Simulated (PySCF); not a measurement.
# Ga+ (gallium, charge +1) across methods

[Ar] 3d10 4s2, closed-shell 1S. Calculation: PySCF 2.14, in x2c-QZVPPall; the spin-free X2C one-electron Hamiltonian (Gaussian nucleus).

| method | E (hartree) | mean ε 3p (eV) | mean ε 3d (eV) | mean ε 4s (eV) | Σ⟨r²⟩ (bohr²) | ⟨S²⟩ |
| --- | --- | --- | --- | --- | --- | --- |
| PBE | -1943.405 | -107.05 | -27.411 | -16.329 | 24.47 | 0.000 |
| PBE0 | -1943.411 | -113.37 | -30.753 | -17.218 | 24.46 | 0.000 |
| M06 | -1943.686 | -114.23 | -30.992 | -17.809 | 24.16 | 0.000 |
| LDA | -1940.535 | -106.94 | -27.753 | -16.652 | 24.34 | 0.000 |
| B3LYP | -1943.727 | -112.07 | -30.174 | -17.233 | 24.48 | 0.000 |
| r2SCAN0 | -1943.596 | -115.54 | -31.206 | -17.450 | 24.39 | 0.000 |
| r2SCAN | -1943.638 | -110.11 | -27.994 | -16.610 | 24.36 | 0.000 |
| UHF | -1942.02746 | -131.30 | -39.939 | -19.035 | 24.89 | 0.000 |

Question: Estimate the same row for PW91.

Answer: E (hartree) = -1943.854; mean ε 3p (eV) = -107.13; mean ε 3d (eV) = -27.520; mean ε 4s (eV) = -16.424; Σ⟨r²⟩ (bohr²) = 24.44; ⟨S²⟩ = 0.000.
